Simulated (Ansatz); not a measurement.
The inner images of a band of CH6Sn + H2O (11 atoms, charge 0, multiplicity 1) are given out of order.

Method: RKS PBE-D4/def2-SVP (Ansatz 0.2.0).

First end point:

```xyz
11
Properties=species:S:1:pos:R:3
Sn 0.208 0.089 -0.092
H 0.225 -0.221 1.615
C 2.267 -0.007 -0.798
H 2.694 -1.007 -0.592
H 2.300 0.182 -1.889
H 2.878 0.759 -0.283
H -0.436 1.651 -0.429
H -0.693 -1.155 -0.894
O -2.731 0.032 1.093
H -2.795 -0.896 0.798
H -2.297 -0.057 1.962
```

Last end point:

```xyz
11
Properties=species:S:1:pos:R:3
Sn -0.296 0.141 -1.036
H -0.698 0.207 3.480
C 1.802 -0.136 -0.637
H 1.946 -1.157 -0.233
H 2.393 -0.020 -1.566
H 2.140 0.604 0.113
H -0.789 1.807 -1.117
H -0.842 -0.715 -2.448
O -1.144 -0.726 0.590
H -2.111 -0.587 0.592
H -0.780 -0.047 2.753
```

**Question.** Put them in order from the first end to the last, with their energies above the first end.
A.
```xyz
11
Properties=species:S:1:pos:R:3
Sn -0.448 0.181 -0.700
H 0.034 0.837 2.171
C 1.672 -0.246 -0.430
H 1.822 -1.242 0.030
H 2.139 -0.244 -1.435
H 2.159 0.523 0.200
H -0.784 1.874 -0.669
H -1.012 -0.581 -2.147
O -1.724 -0.561 0.713
H -1.678 -1.535 0.771
H -0.560 0.364 1.986
```
B.
```xyz
11
Properties=species:S:1:pos:R:3
Sn -0.463 0.181 -0.954
H 0.030 0.578 2.895
C 1.616 -0.205 -0.478
H 1.739 -1.257 -0.155
H 2.243 -0.026 -1.373
H 1.938 0.467 0.340
H -0.854 1.860 -1.023
H -0.958 -0.666 -2.389
O -1.643 -0.445 0.575
H -1.566 -1.412 0.684
H -0.463 0.295 2.370
```
C.
```xyz
11
Properties=species:S:1:pos:R:3
Sn -0.300 0.344 -0.487
H -0.111 0.720 1.636
C 1.801 -0.195 -0.446
H 1.906 -1.186 0.036
H 2.186 -0.252 -1.482
H 2.366 0.554 0.139
H -0.722 1.994 -0.767
H -1.034 -0.636 -1.739
O -1.769 -0.525 0.950
H -1.763 -1.502 1.040
H -0.940 0.055 1.612
```
D.
```xyz
11
Properties=species:S:1:pos:R:3
Sn -0.382 0.132 -0.984
H -0.087 0.470 3.041
C 1.690 -0.160 -0.476
H 1.814 -1.212 -0.154
H 2.345 0.043 -1.344
H 1.959 0.510 0.362
H -0.886 1.795 -0.995
H -0.855 -0.656 -2.460
O -1.272 -0.834 0.558
H -2.244 -0.830 0.478
H -0.461 0.113 2.466
```
E.
```xyz
11
Properties=species:S:1:pos:R:3
Sn 0.050 0.444 -0.330
H -0.080 0.386 1.407
C 2.120 -0.107 -0.649
H 2.247 -1.132 -0.248
H 2.389 -0.099 -1.721
H 2.780 0.582 -0.088
H -0.372 2.043 -0.822
H -0.934 -0.693 -1.179
O -2.553 -0.493 1.316
H -2.278 -1.385 1.032
H -1.747 -0.177 1.773
```

**Answer.** E (+3.1 kcal/mol), C (+28.9 kcal/mol), A (+6.6 kcal/mol), B (+3.4 kcal/mol), D (+3.1 kcal/mol).

Run time: 3.5 min on 2 threads of Arm Neoverse V1, with other jobs on the host, peak memory 0.13 GiB.
